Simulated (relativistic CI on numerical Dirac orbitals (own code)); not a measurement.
Computed by Dirac-Coulomb-Breit CI, orbitals from a KLI potential per configuration, model QED (radiative potential, 1s self-energy scaled to tabulated hydrogen-like ionisation energies), unscaled Slater integrals (own radial code, finite nucleus).

The strongest absorption lines from the ground level of an ion, among the configurations computed and to levels below about 681 eV (vacuum wavelength in Å, gf): 25.013 (0.81), 32.313 (0.056), 35.206 (0.093), 36.151 (0.77), 36.361 (0.097), 36.838 (0.3), 37.291 (0.88), 38.038 (0.24).

Problem. Which ion is it?
A. Pr38+
B. Ho46+
C. Ho44+
D. Ho48+

Solution. B. Ho46+ has 21 electrons and the ground level 3s²3p⁶3d³ ⁴F3/2; the strongest line goes to 3s²3p⁵3d⁴ ⁴G°5/2. The pattern of lines fixes the number of electrons, and along that sequence the line energies rise steadily with the charge (about as its square where n changes within one kind of shell, about linearly where n is kept but much faster in heavy ions where fine structure, which grows about as Z⁴, sets the gap, and irregularly where shells cross), which fixes Z. Configurations outside the model, such as inner-shell arrays, can give stronger lines. At this charge energies of transitions that change n are usually good to better than 1 %, and those within a shell (Δn = 0) to a few per cent.

LS names give the leading component of a level, which can be under half, so a name can repeat, a term be missing and a line seem to break the LS rules.
